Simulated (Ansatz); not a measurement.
Two structures, one formula

The two ends of one reaction step of BNH3ClF2, closed shell (PBE0-D4/def2-TZVP).

A:

B1  (-0.899, -0.749, 0.057)
N2  (-0.439, 0.580, -0.011)
F3  (-1.135, -1.440, -1.047)
F4  (-1.071, -1.346, 1.225)
H5  (1.581, 0.361, -0.060)
Cl6  (2.878, 0.342, -0.096)
H7  (-0.481, 1.092, -0.877)
H8  (-0.433, 1.161, 0.810)
(Å)

B:

```csv
atom,x (Å),y (Å),z (Å)
B1,0.0457,-0.8103,-0.0008
N2,-0.1692,0.8236,-0.0337
F3,-0.2172,-1.2247,-1.2721
F4,-0.8374,-1.2617,0.9339
H5,0.4687,1.2420,-0.7042
Cl6,1.8130,-1.0295,0.4925
H7,-1.1259,1.0452,-0.2989
H8,0.0225,1.2154,0.8835
```

Program: Ansatz 0.2.0. Basis: def2-TZVPP. Cores are frozen in the correlated methods. B3LYP uses VWN-RPA correlation.

(1) Which structure is lower at CCSD(T), and by how much? (An estimate is asked for; the value comes from the calculation.)

No T1 diagnostic of these runs exceeds 0.011.

Results:

(1) By the calculation: B, by 50.1 kJ/mol (electronic energy, against the other). By their contacts, A is a complex of BNH₂F₂ ([NH2][B]([F])[F]) + HCl and B is BNH₃ClF₂ ([NH3][B]([F])([F])[Cl]).

All methods give the same order:

| method | E(B) − E(A) (kJ/mol) |
| --- | --- |
| SPW92 | -64.9 |
| PBE-D4 | -47.2 |
| BLYP-D4 | -31.6 |
| r2SCAN-D4 | -53.5 |
| B97M-V | -47.2 |
| PBE0-D4 | -53.4 |
| B3LYP-D4 | -38.0 |
| r2SCAN0-D4 | -56.8 |
| BHLYP-D4 | -44.5 |
| CAM-B3LYP-D4 | -43.2 |
| wB97X-V | -54.4 |
| wB97M-V | -52.2 |
| B2PLYP | -41.6 |
| PBE-QIDH | -57.9 |
| RPA on PBE | -48.2 |
| HF | -31.4 |
| MP2 | -53.9 |
| CCSD | -47.6 |
| CCSD(T) | -50.1 |

Labels in which every atom is bracketed show which atoms are joined, not bond orders.

For scale, one of the runs: CCSD(T)/def2-TZVPP, 208 basis functions, launched by `ansatz run in.yaml --threads 4 --pin off --events-out ev --progress --plain --max-ram 9574MiB`. Time: 100 s of wall clock on 4 CPU threads of an Intel Xeon; the host was shared. Peak host memory: 3 GiB.
